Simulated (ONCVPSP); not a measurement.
# u(r) = r·R(r): atom against pseudo-atom (cerium (Ce))

Columns: radius, all-electron u(r) and pseudo u(r) of the 5p shell (level -24.35 eV) of cerium in the configuration [Kr] 4d10 4f1 5s2 5p6 5d1 6s1 6p1; PBE, scalar-relativistic, ONCV scheme, ONCVPSP 4.0.1.

```json
{"r (bohr)": "0.165", "all-electron": "0.2580", "pseudo": "0.0266"}
{"r (bohr)": "0.330", "all-electron": "-0.0474", "pseudo": "0.1026"}
{"r (bohr)": "0.495", "all-electron": "-0.4459", "pseudo": "0.2170"}
{"r (bohr)": "0.660", "all-electron": "-0.3215", "pseudo": "0.3539"}
{"r (bohr)": "0.825", "all-electron": "0.0441", "pseudo": "0.4954"}
{"r (bohr)": "0.990", "all-electron": "0.4048", "pseudo": "0.6242"}
{"r (bohr)": "1.155", "all-electron": "0.6663", "pseudo": "0.7266"}
{"r (bohr)": "1.320", "all-electron": "0.8174", "pseudo": "0.7940"}
{"r (bohr)": "1.485", "all-electron": "0.8769", "pseudo": "0.8234"}
{"r (bohr)": "1.650", "all-electron": "0.8705", "pseudo": "0.8171"}
{"r (bohr)": "1.815", "all-electron": "0.8217", "pseudo": "0.7808"}
{"r (bohr)": "1.980", "all-electron": "0.7491", "pseudo": "0.7228"}
{"r (bohr)": "2.145", "all-electron": "0.6662", "pseudo": "0.6514"}
{"r (bohr)": "2.310", "all-electron": "0.5816", "pseudo": "0.5744"}
{"r (bohr)": "2.475", "all-electron": "0.5007", "pseudo": "0.4977"}
{"r (bohr)": "2.640", "all-electron": "0.4265", "pseudo": "0.4254"}
{"r (bohr)": "2.805", "all-electron": "0.3603", "pseudo": "0.3599"}
{"r (bohr)": "2.970", "all-electron": "0.3023", "pseudo": "0.3022"}
{"r (bohr)": "3.135", "all-electron": "0.2524", "pseudo": "0.2524"}
{"r (bohr)": "3.300", "all-electron": "0.2099", "pseudo": "0.2098"}
{"r (bohr)": "3.465", "all-electron": "0.1739", "pseudo": "0.1739"}
{"r (bohr)": "3.630", "all-electron": "0.1438", "pseudo": "0.1438"}
{"r (bohr)": "3.795", "all-electron": "0.1186", "pseudo": "0.1186"}
{"r (bohr)": "3.960", "all-electron": "0.0976", "pseudo": "0.0976"}
{"r (bohr)": "4.125", "all-electron": "0.0802", "pseudo": "0.0802"}
{"r (bohr)": "4.290", "all-electron": "0.0658", "pseudo": "0.0658"}
```

(1) How many radial nodes do the two functions have?

(2) At about which radius was the pseudo-wave matched?

(3) Where does each function peak?

(4) Is the pseudo-wave norm-conserving?

## Answers

(1) The all-electron 5p function has n − l − 1 = 3 (the table is too coarse to show those close to the nucleus); the pseudo-wave has 0, since the states of the same l below it are removed with the core.

(2) 3.30 bohr. The columns agree to 0.0005 from 2.81 bohr on; several derivatives are matched, so the curves merge somewhat inside the radius.

(3) Outermost all-electron maximum near 1.49 bohr, pseudo maximum near 1.49 bohr (to the table’s step).

(4) Yes: the ONCV scheme keeps the norm inside the radius equal to the all-electron one, which fixes the energy derivative of the logarithmic derivative at the level.
